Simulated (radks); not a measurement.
Q: Successive ionisation energies (eV) of one element, from differences of total energies of ions in their ground configurations, starting at charge 0: 8.573, 24.559, 37.910, 256.48, 335.35. Method: scalar-relativistic Kohn-Sham, LDA (Slater exchange, Perdew-Wang correlation), spin-polarised, spherical densities, finite nucleus; open shells are filled with parallel spins first; Fermi nuclear charge, rms radius 2.406 fm; computed with a radial shooting solver on a logarithmic mesh with Libxc functionals. Which element is it?

A: Boron (Z = 5). The first species listed is B in [He] 2s2 2p1, the last B4+ in 1s1.
